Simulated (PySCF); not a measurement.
## A ladder for the ionisation energy of Tm

Tm [Xe] 4f13 6s2 (2F) → Tm⁺ [Xe] 4f13 6s1 (3F). Scalar values calculated with PySCF 2.14 in ANO-RCC-VTZP (spin-free X2C; valence: [Kr] 4d10 frozen; valence and next inner shell: [Ar] 3d10 frozen). The spin-orbit shift comes from two-component X2C-1e calculations (generalised Hartree-Fock, GHF, and MP2 on its spinors, GMP2) in x2c-TZVPall-2c with one added diffuse shell each of s, p, d, f type: GMP2 gives 6.115 eV without and 6.121 eV with screened spin-orbit coupling, a shift of 0.005 eV (GHF: 0.004 eV). Sums use unrounded values; where a UHF row is shifted, it takes the GHF shift.

| method | scalar (eV) | plus spin-orbit shift (eV) | error (eV) |
| --- | --- | --- | --- |
| UHF | 5.074 | 5.078 | -1.107 |
| LDA | 6.417 | 6.423 | 0.238 |
| PBE | 6.200 | 6.205 | 0.021 |
| PBE0 | 6.055 | 6.060 | -0.124 |
| r2SCAN | 5.973 | 5.979 | -0.206 |
| MP2 (valence) | 6.031 | 6.036 | -0.149 |
| SCS-MP2 (valence) | 6.019 | 6.025 | -0.160 |
| MP2 (valence and next inner shell) | 6.048 | 6.053 | -0.131 |
| SCS-MP2 (valence and next inner shell) | 6.031 | 6.037 | -0.148 |
| CCSD (valence) | 5.941 | 5.946 | -0.238 |
| CCSD(T) (valence) | 6.046 | 6.051 | -0.133 |
| PW91 | 6.236 | 6.241 | 0.057 |
| revPBE | 6.107 | 6.112 | -0.072 |

Reference: 6.184 eV (measured; NIST Atomic Spectra Database, ionization energies).

The errors of the correlated levels include the incompleteness of the basis and the frozen core, so a lower level can come closer by cancellation.
